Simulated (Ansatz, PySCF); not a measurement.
Si(H)(I)2(Me) (CH4I2Si), SMILES C[SiH](I)I. Atoms are numbered in the order given.

```xyz
8

Si     0.5250    -0.9265     0.0000
C     -0.4152    -2.5429     0.0000
I     -0.0476     0.3580     2.0308
I     -0.0476     0.3580    -2.0308
H      1.9977    -1.1093     0.0000
H     -0.1551    -3.1259     0.8978
H     -0.1551    -3.1259    -0.8978
H     -1.4989    -2.3548     0.0000
```

Geometry optimised at B3LYP-D3(BJ)/def2-SVP. The def2 effective core potentials stand for the cores of I; spin–orbit coupling is left out.

Vertical ionisation energy (IE) and electron affinity (EA) in eV. Rows of orbital energies are one-electron estimates. Where ΔSCF, EOM or ADC give a negative EA the extra electron is unbound and the value depends on the basis.

```tsv
level	IE	EA
−ε(HOMO), −ε(LUMO), HF/def2-TZVP (PySCF)	9.97	-1.95
−ε(HOMO), −ε(LUMO), PBE/def2-TZVP (PySCF)	6.44	2.10
ΔSCF, PBE0/def2-SVPD (Ansatz), final states of multiplicity 2 and 2	9.39	-0.02
ΔSCF, PBE/def2-SVPD (Ansatz), final states of multiplicity 2 and 2	9.07	0.08
```

### Question
What vertical singlet–triplet gap does ΔSCF give with PBE0/def2-SVPD (Ansatz, a first-principles code) and with PBE/def2-SVPD (Ansatz)? (An estimate is asked for; the answer gives what the named calculation found.)

### Answer
4.57 and 4.25 eV (triplet above singlet where positive).
